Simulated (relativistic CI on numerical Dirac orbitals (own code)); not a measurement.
## Line list: Electric-dipole lines, Pr20+

Computed by Dirac-Coulomb-Breit CI, separate exchange-only KLI orbitals for each configuration, model QED (radiative potential, 1s self-energy scaled to tabulated hydrogen-like ionisation energies), unscaled Slater integrals (own radial code, finite nucleus).

Configurations in the expansion (outside the closed core [Ar] 3d10): 4s2.4p6.4d3, 4s2.4p5.4d4, 4s2.4p6.4d2.4f, 4s.4p6.4d4, 4s2.4p6.4d2.5s, 4s.4p6.4d3.4f, 4s2.4p6.4d2.5p, 4s2.4p6.4d.4f.5s, 4s2.4p6.4d2.5d, 4s2.4p6.4d.5s.5p, 4s2.4p6.4d.4f2, 4s2.4p6.4f3, 4s2.4p6.4f2.5s, 4s.4p6.4d.4f3, 4s2.4p6.4f2.5p, 4p6.4d5, 4p5.4d6, 4s2.4p6.4d.5s2, 4s2.4p6.4f.5s2, 4s.4p6.4d.4f.5s2, 4s2.4p6.5s2.5p. Double excitations out of closed p, d and f shells are left out; levels of such configurations are missing from the list, as are those of other unlisted configurations, and high levels can miss mixing partners. These lack a partner that the ground configuration has and come out too high: 4s2.4p6.4d2.5d.

```tsv
λ vac (Å)	Lower	Upper	A (s⁻¹)	E lower (cm⁻¹)	E upper (cm⁻¹)
90.817	4s2.4p6.4d3 4F_5/2 [2]	4s2.4p6.4d2.4f 2D°_5/2 [196]	1.79e+10	23925	1125043
91.182	4s2.4p6.4d3 4F_7/2 [3]	4s2.4p5.4d4 2H°_9/2 [200]	1.41e+10	39761	1136468
91.524	4s2.4p6.4d3 4F_7/2 [3]	4s2.4p5.4d4 2F°_7/2 [197]	1.78e+10	39761	1132368
94.548	4s2.4p6.4d3 4P_5/2 [8]	4s2.4p5.4d4 2F°_7/2 [197]	2.50e+10	74708	1132368
94.554	4s2.4p6.4d3 4F_7/2 [3]	4s2.4p5.4d4 2H°_9/2 [181]	1.06e+10	39761	1097358
96.302	4s2.4p6.4d3 2H_9/2 [9]	4s2.4p5.4d4 2G°_9/2 [189]	1.60e+10	78061	1116461
96.603	4s2.4p6.4d3 2H_11/2 [12]	4s2.4p5.4d4 2H°_9/2 [200]	2.11e+10	101301	1136468
98.259	4s2.4p6.4d3 4F_9/2 [5]	4s2.4p6.4d2.4f 2I°_11/2 [159]	1.19e+10	47954	1065674
99.644	4s2.4p6.4d3 2G_9/2 [15]	4s2.4p5.4d4 2H°_11/2 [195]	1.88e+10	120172	1123744
100.02	4s2.4p6.4d3 2G_9/2 [15]	4s2.4p6.4d2.4f 2F°_7/2 [193]	2.36e+10	120172	1120006
100.40	4s2.4p6.4d3 2H_11/2 [12]	4s2.4p5.4d4 2H°_9/2 [181]	2.20e+10	101301	1097358
100.85	4s2.4p6.4d3 2G_7/2 [7]	4s2.4p6.4d2.4f 2D°_5/2 [157]	2.61e+10	73447	1064974
104.49	4s2.4p6.4d3 2H_11/2 [12]	4s2.4p6.4d2.4f 2G°_9/2 [151]	1.80e+10	101301	1058356
105.44	4s2.4p6.4d3 4F_7/2 [3]	4s2.4p5.4d4 4F°_5/2 [107]	1.84e+10	39761	988140
106.68	4s2.4p6.4d3 2H_9/2 [9]	4s2.4p6.4d2.4f 4H°_7/2 [125]	2.34e+10	78061	1015411
109.38	4s2.4p6.4d3 4F_9/2 [5]	4s2.4p5.4d4 4D°_7/2 [94]	2.36e+10	47954	962194
110.41	4s2.4p6.4d3 4F_5/2 [2]	4s2.4p5.4d4 2D°_3/2 [72]	1.84e+10	23925	929636
111.15	4s2.4p6.4d3 4F_9/2 [5]	4s2.4p5.4d4 4F°_7/2 [85]	1.15e+10	47954	947658
111.55	4s2.4p6.4d3 4F_3/2 [1]	4s2.4p5.4d4 4P°_1/2 [52]	3.49e+10	0	896455
117.36	4s2.4p6.4d3 2H_11/2 [12]	4s2.4p5.4d4 2I°_13/2 [89]	9.91e+09	101301	953416
```

Terms are leading LS components. Brackets give the number of a level in order of energy, since labels repeat. The list gives strong lines, with weight on those to low levels, without lines whose two gauges differ by over a factor of 2.5, among the lowest 200 of 2199 levels, so that lines to higher ones, which can be the strongest, are missing. Levels whose partners in the same complex of configurations lie outside the list can be far off, and so can their lines. Rates are taken at the computed energies, electric ones in the length gauge.

At this charge energies of transitions that change n are usually good to better than 1 %, and those within a shell (Δn = 0) to a few per cent. Terms inside the open d or f shell come out 10 to 20 % too wide with unscaled integrals.

LS names give the leading component of a level, which can be under half, so a name can repeat, a term be missing and a line seem to break the LS rules.
